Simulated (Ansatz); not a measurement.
`[CH3][Al]([CH3])[CH2]O` + H–F → `[CH3][Al]([CH3])[F]` + CH₃OH at 400 K and 1 bar (ligand exchange at the Al–C bond).

Isolated molecules relaxed with PBE0-D4/def2-TZVP in Ansatz; ΔE leaves out vibrations. CBS: MP2 limit from def2 TZ/QZ plus the TZ coupled-cluster correction, frozen cores. This one scheme is used for every species. One conformer a species, not always the lowest.

| species | CCSD(T)/CBS energy (Eh) | H − E (kJ/mol) | S (J/(mol·K)) |
| --- | --- | --- | --- |
| `[CH3][Al]([CH3])[CH2]O` | -436.76167 | 335.6 | 450.0 |
| H–F | -100.39570 | 36.5 | 182.2 |
| `[CH3][Al]([CH3])[F]` | -421.62460 | 225.2 | 394.8 |
| CH₃OH | -115.61712 | 151.2 | 252.6 |

H − E and S are ideal-gas, rigid-rotor, harmonic terms from PBE0-D4/def2-TZVP, for one conformer and one mirror image of each species. 1 Eh = 2625.50 kJ/mol, R = 8.31446 J/(mol·K).

Question: By hand: ΔE, ΔH, ΔS and ΔG.

Answer: ΔE = (-421.62460) + (-115.61712) − (-436.76167) − (-100.39570) = -0.08435 Eh = -221.5 kJ/mol. Δ(H − E) = 225.2 + 151.2 − 335.6 − 36.5 = 4.3, so ΔH = -217.2 kJ/mol. ΔS = 394.8 + 252.6 − 450.0 − 182.2 = 15.2 J/(mol·K). ΔG = -217.2 − 400 × (15.2)/1000 = -223.3 kJ/mol.

Question: By hand: the equilibrium constant, and the temperature at which ΔG would vanish if ΔH and ΔS stayed fixed.

Answer: log₁₀ K = −ΔG/(RT ln 10) = 29.2. ΔH and −TΔS have one sign here, so there is no such temperature.

ΔH outweighs TΔS. A doubt of 5 kJ/mol in ΔE shifts log₁₀ K by 0.7 here. Other conformers and mirror images would add mixing entropy, several J/(mol·K) or more a flexible species. Modes under 60 cm⁻¹, often nearly free rotors, make the harmonic entropy too high. These are equilibria of isolated gas molecules and say nothing of rates. Largest T1 diagnostic: 0.011 (customary marks: 0.02 for closed shells, 0.045 for open ones).
